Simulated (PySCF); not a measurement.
(E)-3-chloropent-3-en-1-yne (C₅H₅Cl), SMILES C(#C)/C(=C\C)Cl. Atoms are numbered in the order given.

```xyz
11

C      2.4729     0.4071     0.0000
C      1.2799     0.1817     0.0000
C     -0.1154    -0.0973     0.0000
Cl    -0.5181    -1.8145     0.0000
C     -1.0980     0.8233     0.0000
C     -0.8833     2.3019     0.0000
H      3.5284     0.6038     0.0000
H     -2.1281     0.4547     0.0000
H      0.1840     2.5623     0.0000
H     -1.3564     2.7627     0.8845
H     -1.3564     2.7627    -0.8845
```
Charge 0, spin multiplicity 1.

The structure is a stationary point at B3LYP-D3(BJ)/def2-SVP.

All values below come from B3LYP-D3(BJ)/def2-SVP (PySCF).

Frequencies are harmonic and unscaled.

Computed harmonic wavenumbers and intensities:
```csv
mode,ν (cm⁻¹),IR (km/mol),moving atoms (share of kinetic energy)
1,140,0.9,H 96 %
2,149,0.5,"C 68 %, H 20 %, Cl 13 %"
3,217,1.0,"C 62 %, H 27 %, Cl 11 %"
4,246,1.5,"C 61 %, Cl 23 %, H 16 %"
5,278,3.2,"C 76 %, H 23 %"
6,418,8.2,"C 62 %, Cl 22 %, H 17 %"
7,504,0.8,"C 61 %, Cl 33 %"
8,614,0.4,C 92 %
9,665,36.1,"H 77 %, C 23 %"
10,694,16.7,"C 74 %, H 22 %"
11,716,28.8,"H 74 %, C 26 %"
12,846,13.7,"H 87 %, C 13 %"
13,981,55.9,"C 60 %, H 39 %"
14,1001,43.1,"C 67 %, H 32 %"
15,1046,0.2,"H 62 %, C 38 %"
16,1155,15.5,"C 61 %, H 39 %"
17,1332,11.7,"H 66 %, C 34 %"
18,1395,0.2,"H 75 %, C 25 %"
19,1451,8.8,H 93 %
20,1454,7.4,H 96 %
21,1689,2.7,C 94 %
22,2211,2.4,"C 91 %, H 9 %"
23,3020,19.3,H 97 %
24,3080,10.2,"H 91 %, C 9 %"
25,3139,3.9,"H 91 %, C 9 %"
26,3179,2.9,"H 92 %, C 8 %"
27,3470,84.9,"H 86 %, C 14 %"
```
